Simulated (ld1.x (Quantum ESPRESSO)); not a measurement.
# Building the PAW potential for platinum (LDA (PZ), scalar-relativistic).

The input file (ld1.x (Quantum ESPRESSO) 7.5):

```
&input
   title='Pt', zed=78., rel=1, dft='PZ', iswitch=3,
   config='[Xe] 4f14 5d10 6s0 6p0',
   nld=3, rlderiv=3.15, eminld=-2.0, emaxld=5.0, deld=0.02
 /
 &inputp
   pseudotype=3, lpaw=.true., tm=.true., lloc=-1, rcloc=2.55,
   nlcc=.true., new_core_ps=.true., rcore=1.80,
   which_augfun='PSQ', rmatch_augfun=1.60,
   file_pseudopw='Pt.UPF', file_wfcaegen='ae.wfc', file_wfcncgen='nc.wfc', file_beta='beta', file_chi='chi', file_wfcusgen='us.wfc'
 /
6
6S  1  0   0.00   0.00  1.75  2.35  0.0
6S  1  0   0.00   0.70  1.75  2.35  0.0
6P  2  1   0.00   0.00  2.50  2.90  0.0
6P  2  1   0.00   2.40  2.50  2.90  0.0
5D  3  2  10.00   0.00  1.60  1.90  0.0
5D  3  2   0.00   0.65  1.60  1.90  0.0
 &test
   configts(1)='5d10 6s0 6p0'
 /
```

Command:

```bash
ld1.x < Pt.in > Pt.out
```

Resulting log (shortened: banner, matrices, multipoles, cross overlaps and the repeated all-electron block are left out):

```
Program LD1 v.7.5
     --------------------------- All-electron run ----------------------------

     Pt
     scalar relativistic calculation

     atomic number is 78.00
     dft =PZ   lsd =0 sic =0 latt =0  beta=0.20 tr2=1.0E-14
     Exchange-correlation= PZ
                           (   1   1   0   0   0   0   0)
     mesh =1277 r(mesh) =  98.81913 a.u. xmin = -7.00 dx = 0.01250
     1 Ry =  13.60569312 eV, c = 137.03599908

     n l     nl                  e(Ry)          e(Ha)          e(eV)
     1 0     1S 1( 2.00)     -5760.3308     -2880.1654    -78373.2929
     2 0     2S 1( 2.00)     -1011.8802      -505.9401    -13767.3313
     2 1     2P 1( 6.00)      -877.1770      -438.5885    -11934.6006
     3 0     3S 1( 2.00)      -237.5208      -118.7604     -3231.6345
     3 1     3P 1( 6.00)      -198.3034       -99.1517     -2698.0555
     4 0     4S 1( 2.00)       -50.8512       -25.4256      -691.8660
     4 1     4P 1( 6.00)       -37.9872       -18.9936      -516.8415
     3 2     3D 1(10.00)      -155.7266       -77.8633     -2118.7690
     5 0     5S 1( 2.00)        -7.3372        -3.6686       -99.8276
     5 1     5P 1( 6.00)        -3.9714        -1.9857       -54.0338
     4 2     4D 1(10.00)       -22.3688       -11.1844      -304.3435
     4 3     4F 1(14.00)        -5.0031        -2.5016       -68.0711
     5 2     5D 1(10.00)        -0.3472        -0.1736        -4.7243
     6 0     6S 1( 0.00)        -0.3835        -0.1918        -5.2183
     6 1     6P 1( 0.00)        -0.0473        -0.0237        -0.6440

     final scf error:  9.0E-15 reached in  32 iterations

     Etot =  -36806.482475 Ry,  -18403.241237 Ha, -500777.705489 eV

     Ekin =   41049.306183 Ry,   20524.653092 Ha,  558504.262841 eV
     Encl =  -91504.588147 Ry,  -45752.294073 Ha,-1244983.345670 eV
     Eh   =   14336.923496 Ry,    7168.461748 Ha,  195063.781421 eV
     Exc  =    -688.124008 Ry,    -344.062004 Ha,   -9362.404080 eV

     normalization and overlap integrals

     s(1S/1S) =  1.000000  <r> =   0.0172  <r2> =    0.0004  r(max) =   0.0106
     s(2S/2S) =  1.000000  <r> =   0.0724  <r2> =    0.0062  r(max) =   0.0612
     s(2P/2P) =  1.000000  <r> =   0.0652  <r2> =    0.0052  r(max) =   0.0507
     s(3S/3S) =  1.000000  <r> =   0.1872  <r2> =    0.0401  r(max) =   0.1726
     s(3P/3P) =  1.000000  <r> =   0.1883  <r2> =    0.0411  r(max) =   0.1726
     s(4S/4S) =  1.000000  <r> =   0.4153  <r2> =    0.1947  r(max) =   0.3890
     s(4P/4P) =  1.000000  <r> =   0.4422  <r2> =    0.2223  r(max) =   0.4089
     s(3D/3D) =  1.000000  <r> =   0.1705  <r2> =    0.0340  r(max) =   0.1396
     s(5S/5S) =  1.000000  <r> =   0.9523  <r2> =    1.0188  r(max) =   0.8657
     s(5P/5P) =  1.000000  <r> =   1.1071  <r2> =    1.3903  r(max) =   0.9810
     s(4D/4D) =  1.000000  <r> =   0.4685  <r2> =    0.2538  r(max) =   0.4193
     s(4F/4F) =  1.000000  <r> =   0.5163  <r2> =    0.3250  r(max) =   0.3842
     s(5D/5D) =  1.000000  <r> =   1.7722  <r2> =    3.8878  r(max) =   1.2754
     s(6S/6S) =  1.000000  <r> =   2.9998  <r2> =   10.3951  r(max) =   2.4432
     s(6P/6P) =  1.000000  <r> =   5.2294  <r2> =   33.5479  r(max) =   3.7840

     ------------------------ End of All-electron run ------------------------

     --------------------- Generating PAW atomic setup --------------------

      Generating local potential from pseudized AE potential:
      Matching radius rcloc =   2.5500

      Local pseudo, rcloc= 2.568 Estimated cut-off energy=     3.81 Ry

      Computing core charge for nlcc:

       r > 1.81 : true rho core
      Core charge pseudized with two Bessel functions
      Integrated core pseudo-charge :   8.24
      Wfc-us  6S rcutus= 2.324  Estimated cut-off energy=     8.09 Ry
      Wfc-us  6S rcutus= 2.324  Estimated cut-off energy=     9.74 Ry
      Wfc-us  6P rcutus= 2.910  Estimated cut-off energy=     8.49 Ry
      Wfc-us  6P rcutus= 2.910  Estimated cut-off energy=    14.42 Ry
      Wfc-us  5D rcutus= 1.903  Estimated cut-off energy=    31.86 Ry
      Wfc-us  5D rcutus= 1.903  Estimated cut-off energy=    37.51 Ry

     Required augmentation: PSQ   radius:    1.600000

     Q pseudized with Bessel functions
     Expected ecutrho=     188.7913 due to l1=  2   l2=  2

     Estimated PAW energy = -726.346780 Ryd

     ------------------- End of pseudopotential generation -------------------

     Computing logarithmic derivative in   3.15681
     Computing logarithmic derivative in   3.15681
     Computing the partial wave expansion
     R is outside the sphere for l=    0 j= 0.00
     R is outside the sphere for l=    0 j= 0.00
     R is outside the sphere for l=    1 j= 0.00
     R is outside the sphere for l=    1 j= 0.00
     R is outside the sphere for l=    2 j= 0.00
     R is outside the sphere for l=    2 j= 0.00

     ---------------------- Testing the pseudopotential ----------------------

     Pt
     scalar relativistic calculation

     atomic number is 78.00   valence charge is 10.00
     dft = SLA  PZ   NOGX NOGC   lsd =0 sic =0 latt =0  beta=0.20 tr2=1.0E-14
     mesh =1277 r(mesh) =  98.81913 xmin = -7.00 dx = 0.01250

     n l     nl             e AE (Ry)        e PS (Ry)    De AE-PS (Ry)
     3 2     5D   1(10.00)       -0.34723       -0.34723        0.00000
     1 0     6S   1( 0.00)       -0.38354       -0.38354        0.00000
     2 1     6P   1( 0.00)       -0.04734       -0.04734        0.00000

     eps = 4.0E-18  iter =  6

     Etot =  -36806.482475 Ry,  -18403.241237 Ha, -500777.705489 eV
     Etotps =  -726.346785 Ry,    -363.173393 Ha,   -9882.451462 eV

     Ekin =     134.037675 Ry,      67.018837 Ha,    1823.675468 eV
     Encl =    -224.116911 Ry,    -112.058455 Ha,   -3049.265911 eV
     Ehrt =      51.856454 Ry,      25.928227 Ha,     705.542998 eV
     Ecxc =    -688.124003 Ry,    -344.062002 Ha,   -9362.404017 eV
     (Ecc =     -11.107808 Ry,      -5.553904 Ha,    -151.129428 eV)

     ---------------------- End of pseudopotential test ----------------------
```

Generation and configuration tests took about 2.8 s on one core of a shared server CPU.

Transferability test of the new file with ld1.x, input:

```
&input
   title='Pt', zed=78., rel=1, dft='PZ', iswitch=2,
   config='[Xe] 4f14 5d10 6s0 6p0'
 /
 &test
   file_pseudo='Pt.UPF', nconf=10,
   configts(1)='5d10 6s0 6p0',
   configts(2)='5d9 6s1 6p0',
   configts(3)='5d9 6s0 6p0',
   configts(4)='5d8 6s0 6p0',
   configts(5)='5d8 6s2 6p0',
   configts(6)='5d8 6s1 6p0',
   configts(7)='5d9 6s0 6p1',
   configts(8)='5d6 6s0 6p0',
   configts(9)='5d9 6s1 6p0', lsdts(9)=1,
   configts(10)='5d9 6s0 6p0', lsdts(10)=1
 /
```

```bash
ld1.x < Pt.test.in > Pt.test.out
```

Pseudopotential blocks of its output, shortened (energy terms left out):

```
     ---------------------- Testing the pseudopotential ----------------------

     n l     nl             e AE (Ry)        e PS (Ry)    De AE-PS (Ry)
     3 2     5D   1(10.00)       -0.34723       -0.34723        0.00000
     1 0     6S   1( 0.00)       -0.38354       -0.38354        0.00000
     2 1     6P   1( 0.00)       -0.04734       -0.04734        0.00000

     eps = 2.5E-18  iter =  6

     Etot =  -36806.482475 Ry,  -18403.241237 Ha, -500777.705488 eV
     Etotps =  -726.346785 Ry,    -363.173393 Ha,   -9882.451462 eV

     ---------------------- End of pseudopotential test ----------------------

          ---------------------- Testing the pseudopotential ----------------------

     n l     nl             e AE (Ry)        e PS (Ry)    De AE-PS (Ry)
     3 2     5D   1( 9.00)       -0.46871       -0.46986        0.00115
     1 0     6S   1( 1.00)       -0.43875       -0.43838       -0.00036
     2 1     6P   1( 0.00)       -0.07068       -0.07038       -0.00030

     eps = 1.9E-15  iter = 11

     Etot =  -36806.486437 Ry,  -18403.243218 Ha, -500777.759391 eV
     Etotps =  -726.350295 Ry,    -363.175148 Ha,   -9882.499217 eV
     dEtot_ae =      -0.003962 Ry
     dEtot_ps =      -0.003510 Ry,   Delta E=      -0.000452 Ry

     ---------------------- End of pseudopotential test ----------------------

          ---------------------- Testing the pseudopotential ----------------------

     n l     nl             e AE (Ry)        e PS (Ry)    De AE-PS (Ry)
     3 2     5D   1( 9.00)       -1.07265       -1.07439        0.00174
     1 0     6S   1( 0.00)       -0.97457       -0.97476        0.00019
     2 1     6P   1( 0.00)       -0.50257       -0.50248       -0.00008

     eps = 1.6E-15  iter = 10

     Etot =  -36805.784909 Ry,  -18402.892454 Ha, -500768.214620 eV
     Etotps =  -725.648638 Ry,    -362.824319 Ha,   -9872.952686 eV
     dEtot_ae =       0.697566 Ry
     dEtot_ps =       0.698147 Ry,   Delta E=      -0.000581 Ry

     ---------------------- End of pseudopotential test ----------------------

          ---------------------- Testing the pseudopotential ----------------------

     n l     nl             e AE (Ry)        e PS (Ry)    De AE-PS (Ry)
     3 2     5D   1( 8.00)       -1.92369       -1.93213        0.00844  !
     1 0     6S   1( 0.00)       -1.65652       -1.65947        0.00295
     2 1     6P   1( 0.00)       -1.06976       -1.07112        0.00136

     eps = 9.5E-16  iter = 10

     Etot =  -36804.295898 Ry,  -18402.147949 Ha, -500747.955591 eV
     Etotps =  -724.154903 Ry,    -362.077452 Ha,   -9852.629385 eV
     dEtot_ae =       2.186577 Ry
     dEtot_ps =       2.191882 Ry,   Delta E=      -0.005305 Ry

     ---------------------- End of pseudopotential test ----------------------

          ---------------------- Testing the pseudopotential ----------------------

     n l     nl             e AE (Ry)        e PS (Ry)    De AE-PS (Ry)
     3 2     5D   1( 8.00)       -0.60668       -0.61001        0.00333
     1 0     6S   1( 2.00)       -0.49850       -0.49828       -0.00022
     2 1     6P   1( 0.00)       -0.09557       -0.09517       -0.00040

     eps = 7.8E-15  iter = 12

     Etot =  -36806.418061 Ry,  -18403.209030 Ha, -500776.829090 eV
     Etotps =  -726.279685 Ry,    -363.139842 Ha,   -9881.538511 eV
     dEtot_ae =       0.064414 Ry
     dEtot_ps =       0.067101 Ry,   Delta E=      -0.002687 Ry

     ---------------------- End of pseudopotential test ----------------------

          ---------------------- Testing the pseudopotential ----------------------

     n l     nl             e AE (Ry)        e PS (Ry)    De AE-PS (Ry)
     3 2     5D   1( 8.00)       -1.23185       -1.23675        0.00490
     1 0     6S   1( 1.00)       -1.05342       -1.05419        0.00077
     2 1     6P   1( 0.00)       -0.55295       -0.55300        0.00005

     eps = 9.6E-15  iter = 12

     Etot =  -36805.647305 Ry,  -18402.823652 Ha, -500766.342423 eV
     Etotps =  -725.508457 Ry,    -362.754228 Ha,   -9871.045423 eV
     dEtot_ae =       0.835170 Ry
     dEtot_ps =       0.838328 Ry,   Delta E=      -0.003159 Ry

     ---------------------- End of pseudopotential test ----------------------

          ---------------------- Testing the pseudopotential ----------------------

     n l     nl             e AE (Ry)        e PS (Ry)    De AE-PS (Ry)
     3 2     5D   1( 9.00)       -0.61030       -0.61194        0.00164
     1 0     6S   1( 0.00)       -0.54601       -0.54598       -0.00002
     2 1     6P   1( 1.00)       -0.14894       -0.14879       -0.00014

     eps = 5.0E-15  iter = 12

     Etot =  -36806.105341 Ry,  -18403.052670 Ha, -500772.574317 eV
     Etotps =  -725.969074 Ry,    -362.984537 Ha,   -9877.312441 eV
     dEtot_ae =       0.377134 Ry
     dEtot_ps =       0.377711 Ry,   Delta E=      -0.000577 Ry

     ---------------------- End of pseudopotential test ----------------------
```

The test run then stopped with an error in new_paw_hamiltonian: “negative rho”.
